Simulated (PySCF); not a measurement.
Assignment exercise: C6H12Si2

Numbering as in the mapped SMILES `[CH2:1]=[CH:2][C@H:3]([SiH3:4])[C:5]1=[CH:6][SiH2:7][CH2:8]1`; H(Xn) means a hydrogen on atom n. Ha(C1) is cis to C3; Ha(Si7), Ha(C8) are pro-R; Hb(Si7), Hb(C8) are pro-S; Hb(C1) is trans to C3.

[PySCF 2.14: shielding tensors at PBE0/pcSseg-1 (GIAO); GFN2-xTB geometry; no solvent; no relativistic terms; equivalent nuclei averaged; one computed conformer]

δ = σ(ref) − σ, references computed at the same level: 13C, 1H vs TMS.

**Question.** Assign these signals to the numbered atoms. 13C{1H} NMR (computed): δ 175.1 (C), 143.0 (CH), 128.8 (CH), 118.8 (CH2), 47.6 (CH), 17.0 (CH2).

**Answer.** 
175.1 → C5, fully substituted alkene carbon
143.0 → C2, alkene CH: an sp2 carbon of a C=C bond
128.8 → C6, alkene CH
118.8 → C1, terminal =CH2 carbon: as expected for a trigonal carbon in a double bond
47.6 → C3, allylic sp3 CH bonded to Si
17.0 → C8, allylic sp3 CH2 bonded to Si

**Question.** Assign these signals to the numbered atoms. 1H NMR (400 MHz, computed): δ 6.43 (m, 1H), 5.63 (m, 1H), 5.35 (m, 1H), 5.23 (m, 1H), 4.85 (m, 1H), 4.84 (m, 1H), 3.94 (d, 3H), 3.48 (m, 1H), 1.98 (m, 1H), 1.83 (m, 1H).

**Answer.** 
| δ (ppm) | atoms | environment | reason |
| --- | --- | --- | --- |
| 6.43 | H(C2) | hydrogen on an alkene CH | attached to an sp2 carbon and in the plane of the double bond |
| 5.63 | H(C6) | hydrogen on an alkene CH | – |
| 5.35 | Ha(C1) | hydrogen on a terminal =CH2 carbon | attached to an sp2 carbon and in the plane of the double bond |
| 5.23 | Hb(C1) | hydrogen on a terminal =CH2 carbon | – |
| 4.85 | Ha(Si7) | hydrogen on a silicon bonded to 2 C, in a 4-membered ring | – |
| 4.84 | Hb(Si7) | hydrogen on a silicon bonded to 2 C, in a 4-membered ring | – |
| 3.94 | H(Si4) | hydrogen on a silicon bonded to C | – |
| 3.48 | H(C3) | hydrogen on an allylic sp3 CH bonded to Si | – |
| 1.98 | Hb(C8) | hydrogen on an allylic sp3 CH2 bonded to Si | allylic position |
| 1.83 | Ha(C8) | hydrogen on an allylic sp3 CH2 bonded to Si | – |

Ha(Si7) and Hb(Si7) lie closer than the usual error of such a calculation, so a measured spectrum could show them in the other order.

Shifts are as computed. Against solution values, carbons near 30 ppm lie about +3 ppm off and those near 130 ppm about +5 ppm. Of 1211 compounds with measured shifts, 218 miss one by over three times the rms of a fit or turn the order of signals round; such compounds aren't used in these exercises. No couplings were computed; multiplicities are counted from neighbouring protons, with m where these are inequivalent, close in shift, in a saturated or five-membered ring or joined by F or P, and br s for small geminal =CH2 splittings.
